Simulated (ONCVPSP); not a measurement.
## Ta, ONCV: configuration errors across variants

```json
{
 "Element": "tantalum (Ta)",
 "Generator": "ONCVPSP 4.0.1",
 "Type": "optimised norm-conserving Vanderbilt (ONCV)",
 "Functional": "PBE",
 "Relativity": "scalar-relativistic",
 "Frozen core": "[Kr] 4d10 4f14",
 "Valence charge": "13",
 "Reference configuration": "5s2 5p6 5d3 6s2",
 "Partial waves": "5s+6s: rc 2.00 bohr, ncon 5, nbas 10, qcut 7.3 1/bohr, 2 projectors; 5p: rc 1.55 bohr, ncon 4, nbas 7, qcut 11.1 1/bohr, 2 projectors, debl 1.9 Ha; 5d: rc 2.65 bohr, ncon 4, nbas 9, qcut 6.9 1/bohr, 1 projector",
 "Local potential": "polynomial inside 1.35 bohr (lpopt 5, dvloc0 0 Ha)",
 "Core correction": "none"
}
```

All-electron excitation energies from the reference (eV): (1) 5s2 5p6 5d3 6s1 8.468; (2) 5s2 5p6 5d3 6s0 23.440; (3) 5s2 5p6 5d2 6s0 47.044; (4) 5s2 5p6 5d3 6s1.5 3.461.

1 further variants failed, have other tests or too few solved ones, and are left out.

Errors AE − PS in meV (a dash: test not solved or not reliable):

| change | (1) | (2) | (3) | (4) | bound ghosts | GHOST(+) flags above zero |
| --- | --- | --- | --- | --- | --- | --- |
| base | -1.0 | +7.8 | +8.1 | -0.9 | none | s |
| s: qcut 5.8 | -1.5 | +5.0 | +6.1 | -1.0 | none | s |
| s: qcut 7 | -1.1 | +7.4 | +7.8 | -1.0 | none | s |
| s: qcut 8.3 | -0.9 | +8.4 | +8.3 | -0.9 | none | s |
| s: qcut 9.2 | -0.8 | +8.8 | +8.4 | -0.9 | none | s |

Q: Give the same row for: s: qcut 4.7.

A: -1.9, +2.5, +4.0, -1.1; bound ghosts: none; GHOST(+) flags above zero: s.
